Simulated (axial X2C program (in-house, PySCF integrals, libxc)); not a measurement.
Potential curves of CaFe, 2c

Computed with an in-house relativistic program for diatomic molecules. Two-component (2c) means X2C with spin–orbit coupling and atomic mean-field two-electron Coulomb and Gaunt terms. Basis: Fe dyall-cv3z [9s10p6d3f2g], Ca dyall-cv3z [11s12p6d4f] (cores contracted in-house); Gaussian nuclei, density fitting, unrestricted open shells. Masses: Fe 55.935 u, Ca 39.963 u.

State: Ω = 2 (⟨Sz⟩ = 2.00, ⟨Lz⟩ = 0.00 at PBEsol). Energies in cm⁻¹ from the fragments at the same level (Fe + Ca). Fits are polynomials in 1 − R0/R over 0.85 to 1.23 times the lowest point R0.

```tsv
R (Å)	PBEsol
2.4952	-11580
2.5775	-11939
2.6597	-12043
2.7420	-11939
2.8380	-11612
2.9339	-11116
3.0573	-10301
```

Occupations by symmetry block were frozen at the best pattern of an incomplete PBE0 search. Dissociation energies refer to the lowest single-determinant-based atoms at the same level and basis. Density functionals use the spin component along the axis (collinear). PBE0 can misorder states that lie within some tenths of an eV, so this need not be the ground state of the molecule. The nearest other 2c determinant of the search, Ω = 1, lies 0.20 eV up at the distance of the search. Without a current term, density functionals place determinants with orbital angular momentum somewhat too high. With several unpaired electrons one determinant need not be a pure state. Open-shell Ω = 0 determinants with evenly filled partner blocks cannot be reached by this program, so the Ω shown need not be the lowest component. The determinant is spin-polarised beyond a pure state at some levels (its spin-free form has ⟨S²⟩ too high), which makes Re and μ there less reliable.

Q: Fit the PBEsol curve near its minimum: give the equilibrium distance, the harmonic wavenumber and the well depth.

A: At PBEsol, 2c: Re = 2.657 Å, ωe ≈ 211 cm⁻¹, De = 1.49 eV to Fe + Ca; Be follows as 0.102 cm⁻¹.
